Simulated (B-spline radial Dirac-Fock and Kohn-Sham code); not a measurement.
# Auger parameter of erbium: the L3 level and its strongest L3-MM line

Calculated with a radial atomic solver, using Dirac-Fock (average of configuration) total-energy differences with a finite nucleus, the Breit interaction including its frequency dependence, and self-energy and vacuum-polarisation corrections. The modified Auger parameter α′ is the binding energy plus the kinetic energy of the Auger electron; it does not depend on the energy zero. For free ions it tends to fall with charge, since less charge screens the final holes.

```csv
species,configuration,binding 2p3/2 (eV),Auger line,kinetic (eV),α′ (eV)
Er,[Xe] 4f12 6s2,8357.5,M3M3 J=2,4682.9,13040.5
Er,[Xe] 4f11 6s2 6p1,8370.2,M3M3 J=2,4665.8,13036.0
Er,[Xe] 4f12 6s1 6p1,8358.9,M3M3 J=2,4681.6,13040.5
Er⁺,[Xe] 4f12 6s1,8364.7,M3M3 J=2,4674.4,13039.1
Er⁺,[Xe] 4f11 6s2,8376.5,M3M3 J=2,4658.1,13034.7
Er⁺ (Watson 1.6 Å),[Xe] 4f12 6s1,8356.8,M3M3 J=2,4682.8,13039.6
Er⁺ (Watson 2.4 Å),[Xe] 4f12 6s1,8359.0,M3M3 J=2,4680.3,13039.3
Er²⁺,[Xe] 4f12,8373.1,M3M3 J=2,4664.9,13038.0
Er²⁺ (Watson 2.2 Å),[Xe] 4f12,8360.0,M3M3 J=2,4678.0,13038.0
Er³⁺,[Xe] 4f11,8394.6,M3M3 J=2,4638.1,13032.7
Er³⁺ (Watson 2.7 Å),[Xe] 4f11,8378.6,M3M3 J=2,4654.1,13032.7
Er⁴⁺,[Xe] 4f10,8418.8,M3M3 J=2,4608.6,13027.4
Er⁵⁺,[Kr] 4d10 4f10 5s2 5p5,8437.5,M3M3 J=2,4589.7,13027.2
Er⁶⁺,[Kr] 4d10 4f10 5s2 5p4,8457.0,M3M3 J=2,4570.0,13027.0
Er⁷⁺,[Kr] 4d10 4f10 5s2 5p3,8477.4,M3M3 J=2,4550.0,13027.3
```
